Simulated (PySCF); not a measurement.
# Nuclear quadrupole coupling in `C[C@H](N)C/C=N/[SiH2]O`

C₄H₁₂N₂OSi.
Geometry (GFN2-xTB, Å), atoms numbered from 1 in this order:
```
atom  x, y, z in Å
C1    -1.0423    0.2972   -1.7395
C2    -1.7623   -0.1437   -0.4693
N3    -3.0688    0.4835   -0.4294
C4    -0.8958    0.1667    0.7759
C5     0.3836   -0.5989    0.7646
N6     1.4966   -0.0403    0.8717
Si7    3.1265   -0.5945    0.9642
O8     4.0080    0.3684   -0.0037
H9    -0.8726    1.3716   -1.7221
H10   -0.0819   -0.2042   -1.8236
H11   -1.6507    0.0574   -2.6070
H12   -1.9329   -1.2268   -0.5111
H13   -2.9752    1.4931   -0.3928
H14   -3.5942    0.1863    0.3850
H15   -0.6806    1.2359    0.8291
H16   -1.4569   -0.1242    1.6700
H17    0.2617   -1.6862    0.6481
H18    3.4605   -0.4146    2.3783
H19    3.4556   -1.9179    0.4508
H20    3.8165    1.3016   -0.0424
```

Field gradients from the PBE0/pcSseg-1 density (PySCF, non-relativistic), principal values in atomic units, ordered |Vxx| ≤ |Vyy| ≤ |Vzz|:

```csv
atom,Vxx,Vyy,Vzz
N3,0.5201,0.6474,-1.1675
N6,0.1292,0.8056,-0.9348
O8,-0.4242,-1.0932,1.5174
```

Question: Find the asymmetry η = (Vxx − Vyy)/Vzz and the couplings χ = eQV/h (234.96 MHz × Q in barn × V in au), with Q(14N) = 0.02044 b, Q(17O) = −0.0256 b.

Answer: 
```json
{"atom": "N3", "environment": "primary amine nitrogen", "nucleus": "14N", "η": "0.11", "χzz (MHz)": "-5.61", "χxx (MHz)": "2.50", "χyy (MHz)": "3.11"}
{"atom": "N6", "environment": "C=N nitrogen", "nucleus": "14N", "η": "0.72", "χzz (MHz)": "-4.490", "χxx (MHz)": "0.620", "χyy (MHz)": "3.869"}
{"atom": "O8", "environment": "silanol oxygen", "nucleus": "17O", "η": "0.44", "χzz (MHz)": "-9.13", "χxx (MHz)": "2.55", "χyy (MHz)": "6.58"}
```

Question: What is Vzz at O8 in SI units (1 au = 9.71736 × 10²¹ V/m²)?

Answer: 1.5174 au = 14.745 × 10²¹ V/m².

Question: And the gradient at the other heavy atoms, for which no coupling is worked out here?

Answer: 
```csv
atom,environment,Vzz (au),η
C1,methyl carbon,0.060,0.62
C2,sp3 carbon bound to nitrogen,0.169,0.60
C4,chain CH2 carbon,-0.056,0.48
C5,C=N carbon,0.473,0.16
Si7,oxygen-bound silicon,-0.354,0.74
```

Were the hydrogens deuterons (Q(2H) = 0.00286 b), χzz would run from 106 kHz (H18) to 345 kHz (H20).

The structure is a single GFN2-xTB conformer in the gas phase; no vibrational or solvent corrections. GFN2-xTB bond lengths can be off by several hundredths of an ångström, more for odd bonds, and the gradients follow them. The small basis limits the accuracy of the gradients.

These values come from a run that also computed NMR shieldings. Time: 41 s wall (with the writing of density and orbital grids); peak memory 0.98 GiB. Hardware: one thread, Arm Neoverse V2 (aarch64), on a shared host.
